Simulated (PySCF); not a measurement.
CH7FOSi2. Atoms are numbered in the order given.

```xyz
12

C      1.7884     1.2613    -0.1545
Si     0.9924    -0.4244    -0.0953
F      0.9823    -0.9305     1.4654
O     -0.5804    -0.3682    -0.6350
Si    -2.0616     0.3334    -0.2784
H      1.8088     1.6494    -1.1931
H      1.2266     1.9823     0.4736
H      2.8313     1.2191     0.2197
H      1.7018    -1.4624    -0.9029
H     -2.8530    -0.5577     0.6360
H     -2.8078     0.5220    -1.5666
H     -1.8666     1.6727     0.3843
```
Charge 0, spin multiplicity 1.

Coordinates come from a PBE-D3(BJ)/def2-SVP optimisation. The structure was generated by enumeration; whether it is a known compound was not checked. One conformer was computed; it need not be the lowest.

The numbers are results of PBE-D3(BJ)/def2-SVP (PySCF), not measurements.

Frequencies are harmonic and unscaled.

Question: Estimate the vibrational spectrum. (The exact figures need the calculation; the answer reports its results.)

Answer: 
```tsv
mode	ν (cm⁻¹)	IR (km/mol)	moving atoms (share of kinetic energy)
1	26	1.2	H 45 %, F 19 %, O 14 %, Si 12 %, C 9 %
2	42	0.7	H 66 %, O 13 %
3	77	0.6	Si 31 %, O 25 %, H 20 %, C 12 %, F 12 %
4	147	0.1	H 96 %
5	213	1.0	H 26 %, F 23 %, C 21 %, O 20 %, Si 10 %
6	269	13.2	O 25 %, F 24 %, H 20 %, Si 18 %, C 14 %
7	332	22.1	Si 31 %, O 30 %, F 24 %, H 15 %
8	571	0.3	Si 52 %, H 20 %, O 15 %, C 10 %
9	662	2.9	H 58 %, C 25 %, Si 13 %
10	697	21.5	H 81 %, Si 11 %
11	707	36.2	H 81 %, Si 10 %
12	724	3.9	H 80 %, C 15 %
13	752	122.1	H 43 %, Si 29 %, C 21 %
14	814	17.5	H 52 %, F 35 %, Si 9 %
15	870	319.1	H 77 %, Si 13 %, C 8 %
16	909	25.2	H 67 %, Si 21 %, F 10 %
17	916	123.8	H 85 %, Si 10 %
18	918	186.1	H 79 %, Si 13 %
19	964	282.6	H 76 %, Si 17 %
20	1062	377.3	O 73 %, Si 18 %, H 9 %
21	1225	46.1	H 76 %, C 23 %
22	1378	2.9	H 96 %
23	1379	4.4	H 96 %
24	2152	100.6	H 97 %
25	2178	111.8	H 97 %
26	2188	117.9	H 96 %
27	2217	139.6	H 97 %
28	2979	0.1	H 97 %
29	3081	1.5	H 91 %, C 9 %
30	3083	1.8	H 91 %, C 9 %
```
